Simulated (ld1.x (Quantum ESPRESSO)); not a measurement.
**Sc: from the effect back to the setting (TM semilocal)**

Base potential:

Sc, norm-conserving Troullier–Martins (semilocal form), made with ld1.x (Quantum ESPRESSO) 7.5 (BLYP, non-relativistic). Core [Ar], reference 3d1 4s1.5 4p0.5. Waves: 4s (bound): rc 2.15 bohr; 3d (bound): rc 1.85 bohr; 4p (bound): rc 4.20 bohr. Local part: the p channel. Core correction: a·sin(br)/r model core inside 1.65 bohr.

Cutoffs, loose and tight: the cutoffs (Ry, on a coarse ladder) from which the occupation-weighted sum of valence levels, in a spherical-Bessel basis at the reference potential, stays within 10 and 1 mRy of its value at 400 Ry. They do not see the model core or the augmentation charge, which bear on the density cutoff. Test errors are all-electron minus pseudo excitation energies from the reference, over the configurations 3d1 4s2 4p0; 3d1 4s1 4p0; 3d1 4s0 4p0; 3d2 4s0 4p0; 3d1 4s0 4p2; 3d2 4s1 4p0; 3d0 4s2 4p0; variants that change the core or the reference have their own tests. The largest error is taken over the tests solved by every variant that gives reliable tests at all, those not shown here included: 3d1 4s0 4p0; 3d1 4s0 4p2; 3d1 4s1 4p0; 3d1 4s2 4p0; 3d2 4s0 4p0; 3d2 4s1 4p0.

Only the scale of all radii but the core radius (base = 1) is moved (2 further runs of the sweep failed or gave no value and are left out):

```tsv
scale of all radii but the core radius (base = 1)	cutoff, loose	cutoff, tight	bound ghosts	largest test error (meV)	median size of the test errors
0.92	55 Ry	70 Ry	none	-128	13.0 meV
1.02	50 Ry	60 Ry	none	-164	17.2 meV
1.13	40 Ry	50 Ry	none	-179	20.7 meV
1.28	35 Ry	45 Ry	none	-163	26.0 meV
1.38	35 Ry	40 Ry	none	-134	30.9 meV
```

Q: One more run gave cutoff, loose: 40 Ry; cutoff, tight: 45 Ry; bound ghosts: none; largest test error (meV): -174; median size of the test errors: 22.6 meV. Which value of the scale of all radii but the core radius (base = 1) was used?

A: 1.2. The median size of the test errors moves one way along this sweep, from 13.0 meV at 0.92 to 30.9 meV at 1.38, which places the run between 1.13 and 1.28.
